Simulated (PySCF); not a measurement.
Gas-phase reaction: TiF4 + 4 Cl → TiCl4 + 4 F

Method: PySCF energies plus ideal-gas RRHO corrections (1 bar). † marks an energy on the PBE0/def2-TZVP geometry and frequencies; other levels use their own. 6-31G* has spherical d functions here. Open shells (unrestricted): Cl (multiplicity 2, electronic degeneracy 6), F (multiplicity 2, electronic degeneracy 6); the rest are closed-shell singlets. Spin-orbit splitting is ignored; it lowers the true energy and changes the entropy of Cl, F. B3LYP is the form with VWN-RPA correlation. The harmonic model lacks anharmonicity and excited electronic states, which grow with temperature; levels with a mode under 35 cm⁻¹ are left out. Soft modes under 120 cm⁻¹ make the harmonic entropy rough for TiCl4.

ΔH° and ΔS° at 298 K: B3LYP/6-31G* 746 kJ, 18 J/K; M06-2X/def2-TZVP† 602 kJ, 16 J/K; PBE/def2-SVP 704 kJ, 17 J/K; PBE/def2-TZVP† 671 kJ, 16 J/K; PBE0/def2-SVP† 617 kJ, 16 J/K; r2SCAN/def2-TZVP† 612 kJ, 16 J/K.

### Question
With the heat capacities included, give log10 K (1 bar) at 800, 1000, 1200, 1600, 2000 K from B3LYP/6-31G*, M06-2X/def2-TZVP†, PBE/def2-SVP, PBE/def2-TZVP†, PBE0/def2-SVP†, r2SCAN/def2-TZVP†.

### Answer
| T (K) | B3LYP/6-31G* | M06-2X/def2-TZVP† | PBE/def2-SVP | PBE/def2-TZVP† | PBE0/def2-SVP† | r2SCAN/def2-TZVP† |
|---|---|---|---|---|---|---|
| 800 | -47.6 | -38.3 | -44.9 | -42.8 | -39.3 | -39.0 |
| 1000 | -37.8 | -30.4 | -35.6 | -34.0 | -31.2 | -30.9 |
| 1200 | -31.3 | -25.1 | -29.5 | -28.1 | -25.8 | -25.5 |
| 1600 | -23.1 | -18.5 | -21.8 | -20.8 | -19.0 | -18.8 |
| 2000 | -18.2 | -14.5 | -17.1 | -16.4 | -14.9 | -14.8 |
